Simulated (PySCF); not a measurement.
**Field gradients at the hydrogen positions**

Species: C5H6F3P.
Atom-mapped SMILES: `[CH2:1]=[CH:2][P:3]([CH3:4])[C:5]([F:6])=[C:7]([F:8])[F:9]` (hydrogens: H10, H11 on C1; H12 on C2; H13, H14, H15 on C4)

Geometry (GFN2-xTB, Å), atoms numbered from 1 in this order:
```
atom  x, y, z in Å
C1    -2.164    0.535    1.041
C2    -0.900    0.196    1.231
P3     0.068   -0.947    0.193
C4    -0.741   -0.695   -1.449
C5     1.462    0.231   -0.079
F6     1.180    1.455   -0.570
C7     2.721   -0.085    0.189
F8     3.062   -1.273    0.670
F9     3.792    0.679    0.031
H10   -2.686    1.175    1.734
H11   -2.733    0.196    0.191
H12   -0.367    0.531    2.114
H13   -0.903    0.363   -1.647
H14   -1.691   -1.226   -1.451
H15   -0.105   -1.127   -2.220
```

Level: PBE0/pcSseg-1 (PySCF, non-relativistic); Q(2H) = 0.00286 b; rigid geometry, the same for H and D, with no vibrational averaging.

Question: Rank these positions by the coupling χzz of a deuteron there, largest first.
A. H13 (methyl hydrogen)
B. H10 (vinylic hydrogen)
C. H12 (vinylic hydrogen)

Answer: B (225 kHz), C (216 kHz), A (209 kHz).

Q: Give the electric field gradient Vzz (the principal value of largest size), its asymmetry and the 2H coupling at each hydrogen.

A: 
```json
{"atom": "H10", "bonded to": "C1", "bond length (Å)": "1.078", "Vzz (au)": "0.3345", "η": "0.05", "χzz (kHz)": "225"}
{"atom": "H11", "bonded to": "C1", "bond length (Å)": "1.077", "Vzz (au)": "0.3355", "η": "0.06", "χzz (kHz)": "225"}
{"atom": "H12", "bonded to": "C2", "bond length (Å)": "1.084", "Vzz (au)": "0.3218", "η": "0.06", "χzz (kHz)": "216"}
{"atom": "H13", "bonded to": "C4", "bond length (Å)": "1.088", "Vzz (au)": "0.3105", "η": "0.00", "χzz (kHz)": "209"}
{"atom": "H14", "bonded to": "C4", "bond length (Å)": "1.088", "Vzz (au)": "0.3158", "η": "0.01", "χzz (kHz)": "212"}
{"atom": "H15", "bonded to": "C4", "bond length (Å)": "1.089", "Vzz (au)": "0.3148", "η": "0.02", "χzz (kHz)": "212"}
```

Q: How does χzz go with the bond length over the 6 C–H bonds?

A: A straight-line fit has a slope of -13.1 kHz for each 0.01 Å, with a correlation coefficient of -0.99, over lengths from 1.077 to 1.089 Å. The longer bonds have the smaller couplings here.

One conformer (not necessarily the lowest) at the GFN2-xTB geometry, without solvent, vibrations or thermal averaging. GFN2-xTB bond lengths can be off by several hundredths of an ångström, more for odd bonds, and the gradients follow them. With so small a basis the couplings can be 20 % off.
